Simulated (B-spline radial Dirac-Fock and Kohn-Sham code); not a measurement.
# Binding energies of Au¹³⁺ at several levels of theory

System: gold as Au¹³⁺, configuration 1s2 2s2 2p6 3s2 3p6 3d10 4s2 4p6 4d10 4f14 5s2 5p4.

The density-functional columns are spherical, spin-unpolarised Dirac-Kohn-Sham results without Breit or QED terms: −ε is minus the orbital energy of the initial state and ΔSCF the difference of two total energies. The reference in the last column comes from relaxed Dirac-Fock hole states (ΔSCF) with Breit and QED corrections and a finite nucleus. All numbers are from an atomic code on a B-spline grid, in eV; a selection of levels is shown. The Kohn-Sham columns are given as differences from the reference. For the 1s level of heavy atoms much of the gap between ΔSCF and the reference is the Breit and QED part, -435.3 eV here; for other levels the error of the functional can be larger.

```csv
level,LDA −ε − DF,LDA ΔSCF − DF,Dirac-Fock
K (1s),-192.1,+424.1,80996.1
L1 (2s),-176.0,-55.6,14636.2
L2 (2p1/2),-122.7,+30.9,14009.2
L3 (2p3/2),-141.4,-11.4,12194.1
M1 (3s),-99.0,-58.8,3703.8
M2 (3p1/2),-79.7,-36.8,3424.9
M3 (3p3/2),-79.3,-40.2,3019.6
M4 (3d3/2),-56.8,-11.0,2562.9
M5 (3d5/2),-58.4,-14.0,2477.3
N1 (4s),-56.9,-35.2,1033.6
N2 (4p1/2),-48.2,-26.7,913.9
N4 (4d3/2),-34.8,-14.5,620.2
N5 (4d5/2),-34.9,-14.8,601.9
N6 (4f5/2),-17.4,+2.2,348.9
N7 (4f7/2),-17.6,+1.8,345.2
O1 (5s),-12.3,+0.5,355.2
"O2,3 (5p)",-9.0,+2.7,298.1
```

Values without a named source are computed, but for edge energies of neutral atoms, which are taken from tables.
